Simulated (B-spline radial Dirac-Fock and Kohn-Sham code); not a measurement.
A summary of the ionisation energies of cerium (Z = 58) against charge, from Dirac-Fock (average of configuration) total-energy differences with a finite nucleus, the Breit interaction including its frequency dependence, and self-energy and vacuum-polarisation corrections and from the NIST table. The largest relative steps of the computed values, from charge +5 on, come at Ce¹²⁺ (46 electrons left, 190.3 to 312.8 eV); Ce³⁰⁺ (28 electrons left, 1102.0 to 1916.1 eV); Ce⁴⁸⁺ (10 electrons left, 3963.0 to 9173.4 eV); Ce⁵⁶⁺ (2 electrons left, 11459.6 to 46837.3 eV). The median of |NIST − computed| / NIST over the 58 ions is 0.82 %.

```csv
charge,computed (eV),NIST (eV)
0,5.08,5.5386
4,65.68,65.55
8,122.0,125
12,312.8,312
16,438.4,435
20,575.0,579
24,831.7,824
28,1059.2,1060
32,2099.7,2087
36,2485.7,2500
40,3123.4,3087
44,3498.6,3570
48,9173.4,9020
52,10236.4,10542
56,46837.3,46840.31
```
